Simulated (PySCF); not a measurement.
NMR data simulated for an unnamed compound:

1H NMR (600 MHz, computed): δ 4.85 (m, 2H), 3.88 (t, 3H), 3.68 (s, 2H), 2.02 (q, 2H), 1.72 (m, 2H), 0.55 (br s, 2H).

13C{1H} NMR (computed): δ 163.0 (C), 149.5 (C), 46.0 (CH2), 20.1 (CH2), 18.4 (CH2).

[PySCF 2.14.0 with density-fitted response routines: σ from GIAO-PBE0/pcSseg-1; geometry: GFN2-xTB; rapidly exchanging positions averaged; relativity neglected; one computed conformer; gas phase]

Scale: 1H and 13C against TMS (reference shieldings calculated alike).

Q: Which of these does the molecule contain: a Si–H bond, an NH or NH2 group, an N-methyl group, a non-aromatic C=C double bond, a nitrile, an S-methyl group?

A: 
- A Si–H bond: yes (δH 3.88 (t)).
- An NH or NH2 group: yes (δH 0.55 (br s)).
- An N-methyl group: no.
- A non-aromatic C=C double bond: yes.
- A nitrile: no.
- An S-methyl group: no.

The data belong to SMILES C(C1=C(CN)[SiH2]C1)[SiH3], C$_{5}$H$_{13}$NSi$_{2}$; they needn't prove each group on their own.

Carbon signals by region: 1 in the far downfield region (above 160 ppm), 1 in the sp2 and nitrile region (100–160 ppm), 3 below 50 ppm. Above 160 ppm: 163.0, fully substituted alkene carbon.

The OH or NH signal is concentration- and solvent-dependent in practice; the value given is the gas-phase one. Shifts are as computed. Against solution values, carbons near 30 ppm lie about +3 ppm off and those near 130 ppm about +5 ppm. Of 1211 compounds with measured shifts, 218 miss one by over three times the rms of a fit or turn the order of signals round; such compounds aren't used in these exercises. Multiplicities follow the n + 1 count of equivalent neighbours, as no J values were calculated; m marks all less simple cases, F and P coupling included.
